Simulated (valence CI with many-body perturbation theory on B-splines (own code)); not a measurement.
## A CI+MBPT run for W2+

Computed by relativistic CI+MBPT: four valence electrons over a frozen Dirac-Fock core [Xe] 4f14, a basis of 9 s, 9 p, 10 d, 8 f, 5 g, 3 h, 1 i functions for each j, with the one-electron correlation potential Σ1 (screened to all orders), the two-electron term Σ2, the three-electron term Σ3, Breit, model QED; selected single and double excitations, second order for the rest, scaled by the run's own slope (own B-spline code, finite nucleus).

Command, and the settings that its task file holds:

```sh
python run_cv.py task.json out
```

```
atom W  Z=74  mass_number=184  rms_radius_fm=5.3658
core [Xe] 4f14
valence 5d4
avg = 1
basis = L
breit = 1
cap = 40000
capref = 1200
cscale = 1
de = 0.0
dress = 0
eps = 2e-08
extrap = 1
h = 0.27
hh = 1
l2 = 3
lcore = 6
maxit = 60
n2 = 5
natural = 1
nlev = 60
nno = [6, 6, 7, 6, 4, 3, 1]
nroot = 26
nsp = [3, 3, 3, 2, 1, 0, 0]
pt2 = 1
qed = 1
rpa = 1
s1 = 1
s2 = 1
s3 = 1
screen = 1
tol = 2e-05
whole = 1
```

It took 7.2 min on 1 thread of Intel(R) Xeon(R) Processor @ 2.30GHz, on a shared host.

Log. The first blocks belong to the next ion, which gives the ionisation energy. Fields: 2J, parity (1 odd), roots, reference size, generating configurations, candidates as configurations/state functions, variational space P, stored matrix elements, Davidson steps; e2 is the range of second-order energies in hartree. The first line gives the box (bohr), its intervals, the orbitals and the steps of their self-consistent field. Window is the range of levels sought, series limit the energy at which the first omitted orbital would enter, core excitation an estimate of the first excitation out of the core, left out the lowest levels not solved, and shifts from estimates the range by which levels moved from their first estimate, all in cm⁻¹.

```
rmax 21.1 intervals 64 orbitals 81 references ['5d4', '5d3 6s', '5d2 6s2', '5d3 6p', '5d2 6s 6p'] scf 8 t 1.7
2J=3 par=0 roots 2 ref 54 generators 11 cand 7051/16356 P 1603/4000 nnz 3.9e+06 it 6
2J=3 par=0 roots 2 ref 54 generators 29 cand 18931/43783 P 3298/8224 nnz 1e+07 it 7
   second order: generators 64 cand 27430/63893 e2 -0.00008 -0.00004
2J=5 par=0 roots 2 ref 58 generators 8 cand 7537/20372 P 1216/3998 nnz 4.4e+06 it 8
2J=5 par=0 roots 2 ref 58 generators 29 cand 16981/47124 P 2755/8844 nnz 1.3e+07 it 9
   second order: generators 57 cand 26710/76498 e2 -0.00011 -0.00006
reference levels 815, estimated 127, window 46978 1/cm; series limit 157072, core excitation 243317
2J=0 par=0 roots 7 ref 21 generators 17 cand 20140/35730 P 4506/8000 nnz 7.2e+06 it 9
2J=0 par=0 roots 7 ref 21 generators 93 cand 101035/238649 P 14494/31035 nnz 4e+07 it 10
   second order: generators 345 cand 217210/535959 e2 -0.00044 -0.00010
2J=2 par=0 roots 10 ref 44 generators 14 cand 18973/81738 P 1734/8000 nnz 1e+07 it 8
2J=2 par=0 roots 10 ref 44 generators 82 cand 100553/617033 P 6836/31936 nnz 9.6e+07 it 10
   second order: generators 310 cand 216921/1394125 e2 -0.00097 -0.00028
2J=4 par=0 roots 17 ref 64 generators 22 cand 27310/175854 P 1319/7995 nnz 1e+07 it 10
2J=4 par=0 roots 17 ref 64 generators 102 cand 99491/829662 P 5469/31289 nnz 1.2e+08 it 12
   second order: generators 347 cand 201217/1851209 e2 -0.00180 -0.00047
2J=6 par=0 roots 13 ref 58 generators 15 cand 26348/188454 P 1139/7994 nnz 1.1e+07 it 10
2J=6 par=0 roots 13 ref 58 generators 79 cand 114476/1116129 P 4271/29390 nnz 1.2e+08 it 11
   second order: generators 287 cand 204633/2203988 e2 -0.00202 -0.00060
2J=8 par=0 roots 14 ref 50 generators 22 cand 31073/248130 P 1234/7998 nnz 1.1e+07 it 9
2J=8 par=0 roots 14 ref 50 generators 99 cand 108632/1132478 P 4595/29514 nnz 1.2e+08 it 10
   second order: generators 344 cand 220987/2477608 e2 -0.00202 -0.00064
2J=10 par=0 roots 6 ref 29 generators 7 cand 13841/95260 P 1436/7998 nnz 1.1e+07 it 8
2J=10 par=0 roots 6 ref 29 generators 52 cand 87460/916613 P 4611/29756 nnz 1.2e+08 it 9
   second order: generators 225 cand 202909/2313539 e2 -0.00099 -0.00050
2J=12 par=0 roots 3 ref 15 generators 4 cand 9870/60455 P 1580/7997 nnz 1.3e+07 it 8
2J=12 par=0 roots 3 ref 15 generators 32 cand 69341/685155 P 4900/27575 nnz 9.9e+07 it 8
   second order: generators 157 cand 169215/1757752 e2 -0.00054 -0.00047
left out: unestimated 73294, estimated 54299, shifts from estimates -398 to 266
operators 10.0
```

The Davidson iterations converged.

Against 9 measured levels this calculation errs by 381 cm⁻¹ on average and by 1000 at most. These come from a selection out of NIST levels as listed in McCann et al., Mon. Not. R. Astron. Soc. 538, 537 (2025). Levels without a partner in it may be off by more, other configurations by 1,000 to 8,000 cm⁻¹. Among the levels kept, up to 420 cm⁻¹ of a level comes from second order outside the variational space, and about a tenth of that is noise between levels of different J, which matters for small intervals. Only levels of the ground parity were solved; by the run's estimate the other parity begins above the list, which can be wrong where configurations are misplaced.

```
Valence energy                            : -6.615111 hartree
Ionisation energy                         : 25.789 eV (NIST: 26 ± 0.4 eV (semi-empirical))
Reference configurations for the orbitals : 5d4, 5d3 6s, 5d2 6s2, 5d3 6p, 5d2 6s 6p
Radial orbitals                           : 81
Box radius                                : 21.07 bohr
Largest variational space                 : 31936
Lowest levels                             : 5d4 5D_0 0.0, 5d4 5D_1 2108, 5d4 5D_2 4243, 5d4 5D_3 6064, 5d4 5D_4 7536, 5d4 3P_0 10147, 5d3 6s 5F_1 11969, 5d4 3P_1 13330, 5d3 6s 5F_2 13395, 5d4 3H_4 13741, 5d4 3F_2 [a] 14486, 5d4 3G_3 15209, 5d3 6s 5F_3 15999, 5d4 3H_5 16715 cm⁻¹
```

Names give the largest LS component (configuration and term), which can be under half, so a name can repeat, a term be missing and a line seem to break the LS rules; names also repeat where a configuration has a term twice. Letters in brackets count levels of one name in rising energy.
